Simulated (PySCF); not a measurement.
Ta (tantalum, neutral) across methods

[Xe] 4f14 5d3 6s1 7s1, high-spin 6F determinant (an excited configuration). Computed with PySCF 2.14 in aug-cc-pwCVDZ-PP with ECP60MDF (6s6p5d3f, 70 functions), with a scalar-relativistic core potential.

| method | E (hartree) | mean ε 6s α (eV) | mean ε 5d α (eV) | mean ε 7s α (eV) | Σ⟨r²⟩ (bohr²) | ⟨S²⟩ |
| --- | --- | --- | --- | --- | --- | --- |
| PBE0 | -57.1095 | -9.449 | -9.372 | -1.788 | 121.1 | 8.752 |
| CAM-B3LYP | -57.0598 | -10.434 | -10.474 | -2.020 | 121.0 | 8.751 |
| LDA | -56.9637 | -8.969 | -8.040 | -1.548 | 118.1 | 8.750 |
| UHF | -56.61356 | -11.153 | -12.646 | -2.236 | 123.9 | 8.756 |
| wB97X-V | -57.0653 | -11.156 | -11.424 | -2.348 | 121.9 | 8.752 |
| PW91 | -57.1719 | -8.800 | -8.144 | -1.558 | 120.1 | 8.751 |
| r2SCAN | -57.1517 | -8.967 | -8.507 | -1.494 | 120.9 | 8.752 |
| PBE | -57.1408 | -8.736 | -8.097 | -1.554 | 120.2 | 8.751 |

(1) Estimate the same row for r2SCANh.

Energies and moments cover only the electrons outside the core potential. Spin-orbit coupling, absent here, splits the open shell strongly. The outer electron is Rydberg-like, and this basis confines it to a smaller radius and binds it less than a complete one would.

Answers

(1) E (hartree) = -57.1345; mean ε 6s α (eV) = -9.239; mean ε 5d α (eV) = -8.968; mean ε 7s α (eV) = -1.580; Σ⟨r²⟩ (bohr²) = 121.0; ⟨S²⟩ = 8.752.
